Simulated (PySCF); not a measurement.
ClIn, singlet, geometry from GFN2-xTB (such geometries of metal compounds can be far from the true shape) (core potentials on In). Base run: HF/def2-SVP in PySCF.

Here is a job for PySCF.
```python
from pyscf import gto, scf, solvent

mol = gto.Mole()
mol.atom = '''
    In   -0.00000000   -0.00000000   -0.61487643
    Cl    0.00000000    0.00000000    1.77229090
'''
mol.basis = 'def2-svp'
mol.ecp = {'In': 'def2-svp'}
mol.verbose = 4
mol.build()

mf = scf.RHF(mol)
mf.kernel()
```

The base run was repeated with changes; each row names its change, and settings that it needs were set with it.

```json
[
 {"change": "base", "ΔE vs base (kcal/mol)": "0.000", "dipole (D)": "3.04", "HOMO-LUMO gap (eV)": "9.71"},
 {"change": "model = IEF-PCM; solvent = water; r_probe = 0.5", "ΔE vs base (kcal/mol)": "-3.59", "dipole (D)": "3.62", "HOMO-LUMO gap (eV)": "9.86"},
 {"change": "model = IEF-PCM; solvent = n-hexane", "ΔE vs base (kcal/mol)": "-3.05", "dipole (D)": "3.41", "HOMO-LUMO gap (eV)": "9.80"},
 {"change": "model = IEF-PCM; solvent = water; vdw_scale = 1.0", "ΔE vs base (kcal/mol)": "-17.27", "dipole (D)": "4.39", "HOMO-LUMO gap (eV)": "9.95"},
 {"change": "model = COSMO; solvent = water", "ΔE vs base (kcal/mol)": "-8.15", "dipole (D)": "3.99", "HOMO-LUMO gap (eV)": "9.95"},
 {"change": "model = IEF-PCM; solvent = chloroform", "ΔE vs base (kcal/mol)": "-5.91", "dipole (D)": "3.75", "HOMO-LUMO gap (eV)": "9.88"},
 {"change": "model = IEF-PCM; solvent = acetonitrile", "ΔE vs base (kcal/mol)": "-7.98", "dipole (D)": "3.97", "HOMO-LUMO gap (eV)": "9.94"},
 {"change": "model = C-PCM; solvent = water", "ΔE vs base (kcal/mol)": "-8.21", "dipole (D)": "3.99", "HOMO-LUMO gap (eV)": "9.95"},
 {"change": "model = IEF-PCM; solvent = water; lebedev_order = 11", "ΔE vs base (kcal/mol)": "-8.10", "dipole (D)": "4.01", "HOMO-LUMO gap (eV)": "9.93"},
 {"change": "model = IEF-PCM; solvent = water; lebedev_order = 41", "ΔE vs base (kcal/mol)": "-8.18", "dipole (D)": "3.99", "HOMO-LUMO gap (eV)": "9.95"},
 {"change": "model = IEF-PCM; solvent = water; vdw_scale = 1.4", "ΔE vs base (kcal/mol)": "-4.35", "dipole (D)": "3.71", "HOMO-LUMO gap (eV)": "9.88"},
 {"change": "model = SS(V)PE; solvent = water", "ΔE vs base (kcal/mol)": "-8.18", "dipole (D)": "3.99", "HOMO-LUMO gap (eV)": "9.94"}
]
```

The base is the gas phase, so ΔE is the electrostatic part of solvation at a fixed geometry, without cavity and dispersion terms.
